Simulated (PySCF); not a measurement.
These are PBE0-D4/def2-TZVP // PBE0-D3(BJ)/def2-SVP (PySCF) values and carry that method's errors. All species are isolated molecules in the gas phase. One relaxed conformer stands for a flexible species; it need not be the lowest. Excitations are Tamm–Dancoff values on a coarser integration grid. The basis has no diffuse functions, so Rydberg states are missing or too high.

Reference species (SMILES): `[CH3][GeH2][CH3]` (neutral, multiplicity 1).

HOMO: -8.52 eV
HOMO–LUMO gap: 9.62 eV
brightest of the four lowest singlets (TDA): 8.73 eV

Changed species: `[GeH2]([GeH2][GeH2][CH3])[CH3]` (C–Ge–Ge–Ge torsion 180°, Ge–Ge–Ge–C torsion 180°) (n = 3; the reference has n = 1).

Give the shifts of the HOMO, HOMO–LUMO gap and brightest of the four lowest singlets (TDA).

the HOMO goes up by 1.15 eV, to -7.37 eV; the HOMO–LUMO gap falls by 2.00 eV, to 7.62 eV; the brightest of the four lowest singlets (TDA) drops by 2.01 eV, to 6.72 eV.
